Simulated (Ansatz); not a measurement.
Consider the atomization: `FCSC[SiH3]` → 2 C• + F• + 7 H• + S• + Si•.

Isolated molecules relaxed with PBE0-D4/def2-TZVP in Ansatz; ΔE leaves out vibrations. CCSD(T)/CBS is the MP2 limit (def2-TZVPP, def2-QZVPP) plus CCSD(T) − MP2 in def2-TZVPP, frozen cores. This one scheme is used for every species, atoms too. DFT in def2-TZVPP. Open shells (•) are unrestricted, without spin–orbit coupling. Spin–orbit coupling would lower the free atoms: a little for C, F, S, Si. One conformer a species, not always the lowest.

```
             level  ΔE (kJ/mol)
           ωB97X-V       4143.8
SCS-MP2/def2-TZVPP       4047.5
     HF/def2-QZVPP       3015.9
      HF/CBS(def2)       3016.7
```

(1) What does CCSD(T)/CBS give? (Best estimate.)

Largest T1 diagnostic among the species: 0.012.

## Answers

(1) Ansatz gave: +4122.1 kJ/mol. The listed levels differ from it by 21.7, -74.6, -1106.2, -1105.4 kJ/mol.

From PBE to PBE0 (25 % exact exchange), in def2-TZVPP and without D4, ΔE moves by −58.2 kJ/mol: exact exchange takes away binding that semilocal exchange gives to molecules. In def2-TZVPP, CCSD(T) changes the Hartree–Fock value by +1001.9 kJ/mol (the triples alone add +58.4 kJ/mol) and MP2 by +1045.3 kJ/mol; breaking electron pairs costs correlation energy, which Hartree–Fock lacks. The D4 term adds +42.9 kJ/mol with B3LYP and +22.5 kJ/mol with PBE0; it sums over pairs of atoms, weighted by their polarisabilities, and B3LYP, whose exchange is more repulsive, gets the larger term.

B3LYP here is the variant with VWN-RPA as its local correlation; programs differ in this.

For atomizations the MP2-based limit and the directly extrapolated one differ by several kJ/mol either way, and by 10 to 25 for some Ge, Se and Sn compounds, so smaller differences from it don't rank the levels.
